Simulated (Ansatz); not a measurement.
Two structures of GeH₅SBr, singlet, reached by relaxing down either side of one saddle point (PBE0-D4/def2-TZVP). Energies are electronic, without zero-point energy. Program: Ansatz 0.2.0. Basis: def2-TZVPP and def2-QZVPP. Cores are frozen in the correlated methods. Filled d shells of the heavier atoms are correlated. The def2 sets are not built for correlating such inner shells, so the correlated values are less sure here. Extrapolation: Hartree–Fock as exp(−7.88 √X), correlation as X^−2.97. First:

Ge1  (-0.228, 0.528, -1.334)
Br2  (1.338, 1.679, -0.069)
H3  (0.348, -0.862, -1.607)
H4  (-0.401, 1.338, -2.624)
H5  (-1.519, 0.480, -0.516)
H6  (1.018, -0.649, 1.702)
S7  (0.147, -1.654, 1.890)
H8  (-0.704, -0.860, 2.558)
(Å)

Second:

Ge1  (-0.722, -0.291, -0.925)
Br2  (2.590, 1.563, 0.990)
H3  (0.160, -1.047, -1.921)
H4  (-0.485, 1.221, -0.991)
H5  (-2.205, -0.628, -1.125)
H6  (1.620, 0.493, 1.117)
S7  (-0.066, -1.054, 1.077)
H8  (-0.892, -0.257, 1.776)
(Å)

(1) Which bonds change from the first to the second?

(2) Give the saddle point's structure and its height above each. (An estimate is asked for; the value comes from the calculation.)

T1 diagnostic: at most 0.012.

Answers

(1) GeH₃Br ([GeH3][Br]) + H₂S → GeH₄S ([SH][GeH3]) + HBr; bonds formed: Ge1–S7, Br2–H6; bonds broken: Ge1–Br2, H6–S7.

(2) By the calculation: 35.90 kcal/mol above the first and 28.36 kcal/mol above the second (CCSD(T) at an estimated basis limit (MP2 extrapolated from triple and quadruple zeta, plus CCSD(T) − MP2 in triple zeta)).
Ge1  (-0.324, 0.055, -0.915)
Br2  (1.937, 1.221, 0.122)
H3  (0.583, -0.684, -1.894)
H4  (-0.716, 1.515, -1.152)
H5  (-1.685, -0.706, -0.905)
H6  (1.082, -0.220, 1.432)
S7  (-0.043, -1.043, 1.353)
H8  (-0.834, -0.139, 1.957)
(Å)

Exchanges of this kind with a chalcogen hydride build sulfide and selenide films.

Labels in which every atom is bracketed show which atoms are joined, not bond orders.

For scale, one of the runs: CCSD(T)/def2-TZVPP, 208 basis functions (an equivalent command: `ansatz run in.yaml --threads 4`). Hardware: 4 CPU threads, shared host. Wall time 2.1 min; peak host memory 2.8 GiB.
